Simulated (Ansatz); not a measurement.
Ansatz (a quantum-chemistry and plane-wave program) input (B3LYP-D3(BJ)/def2-TZVP):

Ansatz 0.2 input:
```yaml
crystal:
  periodic: [false, false, false]
  atoms:
    - {symbol: O, position_ang: [0.55133233, -0.35742662, 1.59604939]}
    - {symbol: Si, position_ang: [0.34719025, -0.08187040, 0.04919876]}
    - {symbol: O, position_ang: [0.22203635, -1.26270974, -1.00894299]}
    - {symbol: O, position_ang: [1.00955662, 1.27787474, -0.42818228]}
    - {symbol: O, position_ang: [-1.43144902, 0.35232448, -0.10709864]}
    - {symbol: H, position_ang: [0.32117541, -1.13601700, 2.10071558]}
    - {symbol: H, position_ang: [0.92045280, -1.76735416, -1.41937798]}
    - {symbol: H, position_ang: [1.71638332, 1.76143421, -0.00488494]}
    - {symbol: H, position_ang: [-1.69017754, 1.26823656, 0.07060640]}
    - {symbol: H, position_ang: [-1.86987648, 0.00513489, -0.89892033]}
basis:
  gaussian:
    orbitals: def2-TZVP
hamiltonian:
  xc: b3lyp
  dispersion: d3bj
total_charge: 1
relax: {f_tol: 0.002, max_steps: 150}
```

End of the output:

```
mean field -16149.75645479 eV, -593.4926030154 hartree, gradient 1.5e-5 eV, S^2 0.000000; 1 other end points of the search recorded, 0 dependent functions left out
the calculation of the forces begins
reference -16149.75667660 eV, -593.4926111667 hartree; 25, 25 occupied and 166, 166 virtual orbitals, 1085 factors
Total energy: -16150.06259751 eV, -593.5038535527 hartree
Atom 0 at     0.485160    -0.275856     1.623000 Å, force     0.000113    -0.000334     0.000816 eV/Å
Atom 1 at     0.335282    -0.079387     0.050310 Å, force    -0.001316     0.000611     0.000203 eV/Å
Atom 2 at     0.249024    -1.352110    -0.909721 Å, force     0.000132     0.001413     0.000276 eV/Å
Atom 3 at     1.098234     1.209689    -0.492585 Å, force     0.000546    -0.000134    -0.000464 eV/Å
Atom 4 at    -1.413088     0.368339    -0.162147 Å, force     0.000019    -0.000854    -0.000024 eV/Å
Atom 5 at     0.332713    -1.096623     2.102825 Å, force     0.000202     0.000129     0.000077 eV/Å
Atom 6 at     0.937301    -1.642735    -1.516548 Å, force     0.000482    -0.000753    -0.000725 eV/Å
Atom 7 at     1.765442     1.694805     0.004596 Å, force    -0.000343    -0.000533    -0.000109 eV/Å
Atom 8 at    -1.798658     1.186224     0.192843 Å, force     0.000062     0.000644     0.000337 eV/Å
Atom 9 at    -1.894785     0.047283    -0.943411 Å, force     0.000103    -0.000187    -0.000384 eV/Å
Dipole moment:    -0.522989     0.116358    -0.093331 e Å
```

It need not be the lowest isomer of its formula.
